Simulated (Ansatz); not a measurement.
Reaction (isomerisation): `O[SiH2][NH][GeH3]` → `[NH2][GeH2][SiH2]O`

Program: Ansatz. Geometries: PBE0-D4/def2-TZVP. ΔE: electronic, gas phase. CBS: MP2 limit from def2 TZ/QZ plus the TZ coupled-cluster correction, frozen cores. DFT in def2-TZVPP. B3LYP here is the variant with VWN-RPA as its local correlation; programs differ in this. For Ge outer-core shells are correlated without core-valence functions, which leaves a few kJ/mol of doubt a bond. Scalar relativity is left out up to krypton. Each species was taken in one conformer, which may not be the lowest.

```
             level  ΔE (kJ/mol)  difference from CCSD(T)/CBS
            PBE-D4         43.7                        -23.6
         r2SCAN-D4         59.4                         -7.9
           ωB97M-V         66.8                         -0.5
            B2PLYP         68.2                          0.9
              PBE0         53.7                        -13.6
             B3LYP         62.9                         -4.4
    MP2/def2-TZVPP         73.5                          6.2
SCS-MP2/def2-TZVPP         77.4                         10.1
     HF/def2-QZVPP         96.4                         29.1
SCS-MP2/def2-QZVPP         77.7                         10.4
       CCSD(T)/CBS         67.3                            0
```

Largest T1 diagnostic among the species: 0.012.

From PBE to PBE0 (25 % exact exchange), in def2-TZVPP and without D4, ΔE moves by +9.7 kJ/mol. In def2-TZVPP, CCSD(T) changes the Hartree–Fock value by −24.7 kJ/mol (the triples alone add −3.6 kJ/mol) and MP2 by −20.2 kJ/mol.

CCSD(T)/CBS has its own doubt, a few kJ/mol and more with outer-core shells, so smaller differences from it don't rank the levels.
